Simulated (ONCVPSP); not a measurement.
# An all-electron radial function and its pseudo partner (Sc (Z = 21))

Columns: radius, all-electron u(r) and pseudo u(r) of the 3p shell (level -33.62 eV) of scandium in the configuration [Ne] 3s2 3p6 3d1 4s2; PBE, scalar-relativistic, ONCV scheme, ONCVPSP 4.0.1.

```csv
r (bohr),all-electron,pseudo
0.132,-0.4505,0.0445
0.265,-0.3962,0.1737
0.398,0.0188,0.3671
0.530,0.4420,0.5859
0.663,0.7513,0.7861
0.795,0.9264,0.9253
0.928,0.9925,0.9879
1.060,0.9814,0.9798
1.193,0.9227,0.9226
1.325,0.8393,0.8393
1.458,0.7450,0.7450
1.590,0.6508,0.6507
1.723,0.5606,0.5606
1.855,0.4789,0.4789
1.988,0.4056,0.4056
2.120,0.3420,0.3420
2.252,0.2870,0.2870
2.385,0.2398,0.2397
2.518,0.1997,0.1997
2.650,0.1663,0.1663
2.782,0.1382,0.1382
2.915,0.1145,0.1145
3.048,0.0947,0.0947
3.180,0.0784,0.0784
3.312,0.0648,0.0648
3.445,0.0534,0.0534
```

Q: How many radial nodes do the two functions have?

A: The all-electron 3p function has n − l − 1 = 1; the pseudo-wave has 0, since the states of the same l below it are removed with the core.

Q: At about which radius was the pseudo-wave matched?

A: 1.40 bohr. The columns agree to 0.0005 from 1.19 bohr on; several derivatives are matched, so the curves merge somewhat inside the radius.

Q: Is the pseudo-wave norm-conserving?

A: Yes: the ONCV scheme keeps the norm inside the radius equal to the all-electron one, which fixes the energy derivative of the logarithmic derivative at the level.
